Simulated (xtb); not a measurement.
xtb input (GFN2-xTB):

```bash
xtb mol.xyz --gfn 2 --ohess tight --chrg -1 --uhf 0
```
mol.xyz:
```
7

N      1.00844961    -1.29519669     0.75229265
B     -0.00003188    -0.55269900     0.30000679
N     -1.40757367    -0.74067901     0.43632481
Cl     0.26476635     1.14023421    -0.68754437
H      1.93535914    -0.95718560     0.50187960
H     -1.70547894    -1.37591504     1.13075226
H     -2.03124856     0.05043128     0.46021703
```

End of the output:

```
       2    254.42    -0.50678 ( 99.85%)    -0.57440 (  0.15%)    -0.50688
       3    258.22    -0.49903 ( 99.86%)    -0.57001 (  0.14%)    -0.49913
   ------------------------------------------------------------------------

   temp. (K)  partition function   enthalpy   heat capacity  entropy
                                   cal/mol     cal/K/mol   cal/K/mol   J/K/mol
 298.15  VIB   5.06                 1647.789     11.954      8.749
         ROT  0.800E+05              888.752      2.981     25.417
         INT  0.405E+06             2536.541     14.934     34.166
         TR   0.658E+27             1481.254      4.968     38.933
         TOT                        4017.7952    19.9026    73.0989   305.8456

       T/K    H(0)-H(T)+PV         H(T)/Eh          T*S/Eh         G(T)/Eh
   ------------------------------------------------------------------------
    298.15    0.640276E-02    0.497029E-01    0.347316E-01    0.149713E-01
   ------------------------------------------------------------------------

         :::::::::::::::::::::::::::::::::::::::::::::::::::::
         ::                  THERMODYNAMIC                  ::
         :::::::::::::::::::::::::::::::::::::::::::::::::::::
         :: total free energy         -13.394142991211 Eh   ::
         ::.................................................::
         :: total energy              -13.409114272224 Eh   ::
         :: zero point energy           0.043300142941 Eh   ::
         :: G(RRHO) w/o ZPVE           -0.028328861927 Eh   ::
         :: G(RRHO) contrib.            0.014971281013 Eh   ::
         :::::::::::::::::::::::::::::::::::::::::::::::::::::

optimized geometry written to: xtbopt.xyz

           -------------------------------------------------
Note: The following floating-point exceptions are signalling: IEEE_UNDERFLOW_FLAG IEEE_DENORMAL
normal termination of xtb
          | TOTAL ENERGY              -13.409114272224 Eh   |
          | TOTAL ENTHALPY            -13.359411365057 Eh   |
          | TOTAL FREE ENERGY         -13.394142991211 Eh   |
          | GRADIENT NORM               0.000295573572 Eh/α |
          | HOMO-LUMO GAP               6.248135248888 eV   |
           -------------------------------------------------

------------------------------------------------------------------------
------------------------------------------------------------------------
 total:
 SCF:
 ANC optimizer:
 analytical hessian:
```

It need not be the lowest isomer of its formula. Whether it binds its extra electron was not tested at this geometry.
